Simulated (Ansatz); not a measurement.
Cartesian coordinates (Å):
SMILES: [SiH3][Si](OC)(OC)OC
```xyz
20

C      2.0385    -1.8460     0.1804
O      0.9444    -1.2487     0.8516
Si     0.1054     0.0646     0.3007
Si    -1.3009     0.7258     2.0486
O      1.2063     1.2215    -0.1333
C      0.9653     2.3396    -0.9594
O     -0.7445    -0.2696    -1.0924
C     -1.8014    -1.1951    -1.2069
H      2.4366    -2.6551     0.8112
H      2.8418    -1.1133    -0.0066
H      1.7317    -2.2775    -0.7891
H     -0.5113     1.0198     3.2796
H     -2.3080    -0.3319     2.3635
H     -2.0425     1.9633     1.6570
H      0.3661     3.1080    -0.4370
H      0.4332     2.0554    -1.8830
H      1.9321     2.7900    -1.2328
H     -1.5007    -2.2067    -0.8788
H     -2.1096    -1.2522    -2.2625
H     -2.6827    -0.8919    -0.6107
```
Charge 0, multiplicity 1.

Level of theory: frozen-core CCSD(T)/cc-pVDZ // B3LYP-D3(BJ)/def2-SVP (Ansatz, a quantum-chemistry and plane-wave program).

| Property | Value |
|---|---|
| HF energy | -923.15075 Ha |
| MP2 correlation energy | -1.17530 Ha |

Question: Estimate the CCSD correlation energy, the (T) correction, the total energy and the T1 diagnostic.

Answer: 
* **CCSD correlation energy**: -1.26387 Ha
* **(T) correction**: -0.03325 Ha
* **CCSD(T) total energy**: -924.44788 Ha
* **T1 diagnostic**: 0.012
